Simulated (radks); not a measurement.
All-electron atom: Pd V in [Ar] 3d10 4s2 4p4 4d8 (not the ground configuration).

Method: Dirac Kohn-Sham, Wu-Cohen GGA, spin-unpolarised, spherical densities, finite nucleus; open shells fill j = l - 1/2 first; Fermi nuclear charge, rms radius 4.5318 fm; computed with a radial shooting solver on a logarithmic mesh with Libxc functionals.

Energy parts (hartree):
total: -5038.35051
kinetic: 5262.77334
electron-nucleus: -12118.83226
Hartree: 1958.97940
exchange-correlation: -141.27098

Orbitals (lengths in bohr, moments of r in powers of bohr; <r^-3> diverges for s and p1/2; r(max) is where P^2 peaks):
orbital	occ.	eigenvalue (hartree)	r(max)	<r^4>	<r^-3>
1s1/2	2	-889.8959	0.02066	4.885e-06	-
2s1/2	2	-131.9298	0.1169	0.0008739	-
2p1/2	2	-122.5865	0.09048	0.0005708	-
2p3/2	4	-116.7254	0.09465	0.0006540	3254
3s1/2	2	-25.71681	0.3420	0.04159	-
3p1/2	2	-22.02325	0.3284	0.04146	-
3p3/2	4	-21.00087	0.3382	0.04624	576.7
3d3/2	4	-14.44655	0.2805	0.04275	87.86
3d5/2	6	-14.24258	0.2833	0.04426	82.93
4s1/2	2	-5.36057	0.8446	1.400	-
4p1/2	2	-4.19020	0.8818	1.889	-
4p3/2	2	-4.01354	0.9053	2.102	99.88
4d3/2	4	-2.19264	1.025	5.167	10.59
4d5/2	4	-2.16856	1.033	5.344	9.948
5s1/2	0	-1.55624	2.027	42.47	-
5p1/2	0	-1.25629	2.272	68.06	-
5p3/2	0	-1.22719	2.330	73.86	16.58

The highest occupied level is 4d5/2 at -59.009 eV. The electron density at the nucleus is 1.327e+05 e/bohr^3. Summed over all electrons, <r^2> = 23.60 bohr^2, which gives a Langevin (diamagnetic) susceptibility term of -18.7 x 10^-6 cm^3/mol.
